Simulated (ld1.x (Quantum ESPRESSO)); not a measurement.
# u(r) = r·R(r): atom against pseudo-atom (B (Z = 5))

Columns: radius, all-electron u(r) and pseudo u(r) of the 2s shell (level -9.44 eV) of boron in the configuration [He] 2s2 2p1; PBE, non-relativistic, RRKJ scheme, ld1.x (Quantum ESPRESSO) 7.5.

```csv
r (bohr),all-electron,pseudo
0.158,0.3059,-0.0647
0.315,0.2000,-0.1353
0.473,-0.0173,-0.2193
0.630,-0.2341,-0.3203
0.788,-0.4156,-0.4378
0.945,-0.5526,-0.5546
1.102,-0.6476,-0.6476
1.260,-0.7055,-0.7055
1.418,-0.7324,-0.7324
1.575,-0.7353,-0.7353
1.732,-0.7205,-0.7205
1.890,-0.6931,-0.6931
2.047,-0.6574,-0.6574
2.205,-0.6164,-0.6164
2.362,-0.5729,-0.5729
2.520,-0.5283,-0.5283
2.678,-0.4843,-0.4843
2.835,-0.4419,-0.4419
2.992,-0.4016,-0.4016
3.150,-0.3634,-0.3634
3.308,-0.3279,-0.3279
3.465,-0.2953,-0.2953
3.622,-0.2654,-0.2654
3.780,-0.2379,-0.2379
3.938,-0.2129,-0.2129
4.095,-0.1904,-0.1904
```

Task: How many radial nodes do the two functions have?

Result: The all-electron 2s function has n − l − 1 = 1; the pseudo-wave has 0, since the states of the same l below it are removed with the core.

Task: At about which radius was the pseudo-wave matched?

Result: 1.15 bohr, where the columns begin to agree (steps of 0.16 bohr).

Task: Where does each function peak?

Result: Outermost all-electron maximum near 1.57 bohr, pseudo maximum near 1.57 bohr (to the table’s step).

Task: Is the pseudo-wave norm-conserving?

Result: Yes: the RRKJ scheme keeps the norm inside the radius equal to the all-electron one, which fixes the energy derivative of the logarithmic derivative at the level.
